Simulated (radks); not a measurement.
Question: Dy XLIX, configuration [Ar]. All-electron calculation, Dirac Kohn-Sham, PBE, spin-unpolarised, spherical densities, finite nucleus; Fermi nuclear charge, rms radius 5.2218 fm. Program: a radial shooting solver on a logarithmic mesh with Libxc functionals. Some entries of the table are withheld. Estimate them.

| orbital | occ. | eigenvalue (Ry) | <r> (bohr) |
|---|---|---|---|
| 1s1/2 | 2 | -4170.848 | (1) |
| 2s1/2 | 2 | -881.4677 | 0.08838 |
| 2p1/2 | 2 | (2) | (3) |
| 2p3/2 | 4 | (4) | (5) |
| 3s1/2 | 2 | -339.1916 | (6) |
| 3p1/2 | 2 | (7) | 0.2052 |
| 3p3/2 | 4 | (8) | 0.2157 |

Answer: 
(1) 1s1/2 <r> (bohr): 0.02112
(2) 2p1/2 eigenvalue (Ry): -851.6596
(3) 2p1/2 <r> (bohr): 0.07366
(4) 2p3/2 eigenvalue (Ry): -791.8493
(5) 2p3/2 <r> (bohr): 0.08050
(6) 3s1/2 <r> (bohr): 0.2171
(7) 3p1/2 eigenvalue (Ry): -327.8770
(8) 3p3/2 eigenvalue (Ry): -312.8722
